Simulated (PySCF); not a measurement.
B(Me)(SeH)2, CH5BSe2, SMILES CB([SeH])[SeH], B3LYP/def2-SVP optimised geometry.

```
9

B      0.14    -0.43     0.00
C      1.72    -0.43     0.00
H      2.10     0.10     0.89
H      2.10     0.13    -0.87
H      2.16    -1.43    -0.02
Se    -0.92     1.21     0.00
H      0.23     2.15     0.00
Se    -0.77    -2.15     0.00
H     -2.16    -1.65     0.01
```

Density from B3LYP/def2-TZVP (PySCF) at that geometry.

Minimum of the electron density along straight lines between bonded atoms, close to the bond critical point (lines longer than 1.1 times the sum of covalent radii, or with two minima, are not listed):

```tsv
bond	length / Å	ρ at the minimum / e bohr⁻³	∇²ρ there / e bohr⁻⁵	position (fraction from the first atom)
B1–C2	1.575	…	…	0.34
C2–H3	1.104	0.266	-0.87	0.64
C2–H4	1.104	0.266	-0.87	0.64
C2–H5	1.101	0.270	-0.90	0.64
B1–Se6	1.952	0.138	-0.28	0.37
Se6–H7	1.478	0.173	-0.31	0.63
B1–Se8	1.950	0.138	-0.28	0.36
Se8–H9	1.477	0.174	-0.31	0.63
```

Q: What belongs in the gaps?

A: 
- B1–C2, ρ at the minimum / e bohr⁻³: 0.191
- B1–C2, ∇²ρ there / e bohr⁻⁵: -0.39
